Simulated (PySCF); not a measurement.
C₄H₆O₂Si, SMILES Oc1cc([SiH3])co1.

Geometry optimised at r2SCAN-D4/def2-SVP. A frequency run showed that this geometry is not a minimum. The structure was generated by enumeration, and PubChem lists no compound with its InChIKey, so it may never have been made. One conformer was computed; it need not be the lowest.

Two levels are set side by side: PBE/def2-TZVP (PySCF) and ωB97X/def2-TZVP (PySCF). Same geometry, gas phase. Differences are taken from unrounded values.

```tsv
quantity	ωB97X	PBE	PBE minus ωB97X
orbital gap (eV)	10.40	4.12	-6.27
highest occupied level (eV)	-8.38	-5.08	3.29
lowest empty level (eV)	2.02	-0.96	-2.98
dipole moment (D)	1.63	1.70	0.06
mean polarisability (bohr³)	76.6	80.1	3.5
```

Without exact exchange PBE keeps part of each electron's self-repulsion, which lifts occupied levels and narrows the gap. Loosely held outer electrons make PBE densities more polarisable. Differences between two approximate levels are no errors against the true value.

Rough cost on one machine, each run with all the roots and properties that it gave: ωB97X against PBE within a factor of 2.
